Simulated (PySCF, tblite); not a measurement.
Isomers of C7H11NSi2, one GFN2-xTB conformer each. Single-point energies are computed at PBE0/pcSseg-1 (PySCF, gas phase, no added dispersion term), electronic only.

Question: Rank them by PBE0/pcSseg-1 energy, lowest first (kcal/mol).
A. `[CH:1]1=[CH:2][C@H:3]([n:4]2[cH:5][cH:6][cH:7][cH:8]2)[SiH2:9][SiH2:10]1` with C2–C3–N4–C5 135°, C1–C2–C3–N4 135°, C2–C3–Si9–Si10 -10°, C3–Si9–Si10–C1 8°, C2–C1–Si10–Si9 -5°
B. `[CH:1]#[C:2][C:3]#[C:4][Si@H:5]([SiH2:6][NH2:7])[CH:8]1[CH2:9][CH2:10]1` with C4–Si5–Si6–N7 50°, Si5–Si6–N7–H 173° and -48°, C4–Si5–C8–C9 31°

Answer: A (0.0), B (56.0).

As drawn, the lower has an aromatic ring and a C=C bond outside aromatic rings, which the higher lacks; the higher has a three-membered ring, a C≡C bond and an N–H bond, which the lower lacks. GFN2-xTB itself gives, in the same order: 0.0, 70.4. Both levels put the same isomer lowest.

Q: Which frontier levels, dipoles and rotational constants go with these structures?

A: 
```tsv
SMILES	HOMO (eV, PBE0/pcSseg-1)	LUMO (eV)	dipole (D)	A, B, C (MHz)
C1=C[C@H](n2cccc2)[SiH2][SiH2]1	-6.08	-0.60	1.85	2429, 594.3, 553.2
C#CC#C[Si@H]([SiH2]N)C1CC1	-7.16	-1.31	1.17	933.2, 663.7, 421.9
```

Q: What happens when harmonic zero-point energies from GFN2-xTB frequencies are added?

A: 
```tsv
SMILES	ZPE (kcal/mol)	electronic (kcal/mol)	with ZPE (kcal/mol)
C1=C[C@H](n2cccc2)[SiH2][SiH2]1	95.8	0.0	0.0
C#CC#C[Si@H]([SiH2]N)C1CC1	93.6	56.0	53.9
```

The zero-point energies span 2.2 kcal/mol. The order is unchanged.
